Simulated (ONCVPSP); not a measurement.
# What one change does to a pseudopotential (potassium, ONCV)

ONCVPSP 4.0.1 input, shortened (lines: element, Z, core and valence counts, functional; n l f; lmax; l rc ep ncon nbas qcut; lloc lpopt rc5 dvloc0; l nproj debl; icmod fcfact rcfact), PBEsol, scalar-relativistic:

```
  K 19.00    3    3  -116133      upf
    1    0    2.00
    2    0    2.00
    2    1    6.00
    3    0    2.00
    3    1    6.00
    4    0    0.50
    2
    0    2.00    0.00    5    8    7.50
    1    2.10    0.00    3    7    6.00
    2    2.05    0.03    4    8    4.50
    4    3    1.70    0.00
    0    2    0.80
    1    2    1.10
    2    2    3.20
    3    2.00    1.75
```

In the d channel the program set the typed energies aside and used 0.050, 3.250 Ha.

All-electron outer shells of the reference configuration (PBEsol, scalar-relativistic, ld1.x):

```tsv
shell	level (eV)	outermost node (bohr)	outermost maximum (bohr)
3s	-38.08	0.48	1.07
3p	-21.59	0.45	1.15
4s	-4.20	1.58	3.88
```

Change: local potential polynomial inside 1.25 bohr (lpopt 5, dvloc0 0 Ha).

Cutoffs: the cutoffs (Ha) at which the residual kinetic energy of the hardest occupied pseudo-wave falls to 1 and 0.1 mHa per electron; they do not see the model core or the augmentation charge, which bear on the density cutoff. Errors are all-electron minus pseudo energies relative to the spin-unpolarised reference configuration.

How do hardness, ghosts and transferability respond?

The potential gets neither clearly harder nor softer (17 Ha and 21 Ha → 17 Ha and 21 Ha); of the 4 tests that both files solve, the error grows in 0 and shrinks in 1 by more than 15 % and 0.3 meV (median size 0.1 → 0.0 meV); neither file shows a bound ghost.

| quantity | base | changed |
| --- | --- | --- |
| cutoff, loose | 17 Ha | 17 Ha |
| cutoff, tight | 21 Ha | 21 Ha |
| bound ghosts | none | none |
| GHOST(+) flags under 300 eV | none | none |
| error for 3s2 3p6 4s1, meV [ΔE -1.62 eV] | 0.0 | 0.0 |
| error for 3s2 3p6 4s0, meV [ΔE 2.60 eV] | 0.0 | -0.1 |
| error for 3s2 3p6 4s0 4p1, meV [ΔE -0.10 eV] | +0.1 | 0.0 |
| error for 3s2 3p6 3d1 4s0, meV [ΔE 0.79 eV] | -0.4 | 0.0 |
| s: phases at 2.03 bohr within 0.05 rad from the reference energy up to (Ha; the scan ends near 5) | to the end of the scan | to the end of the scan |
| p: phases at 2.13 bohr within 0.05 rad from the reference energy up to (Ha; the scan ends near 5) | to the end of the scan | to the end of the scan |
| d: phases at 2.08 bohr within 0.05 rad from the reference energy up to (Ha; the scan ends near 5) | to the end of the scan | to the end of the scan |
| rms error of d²Exc/dni dnj with the model core, mHa | 1.26 | 1.26 |

Base: The cutoffs count occupied waves only; projector 2 of the d channel, the hardest unoccupied one, needs 70 Ha at the loose tolerance. Changed file: The cutoffs count occupied waves only; projector 2 of the d channel, the hardest unoccupied one, needs 70 Ha at the loose tolerance.
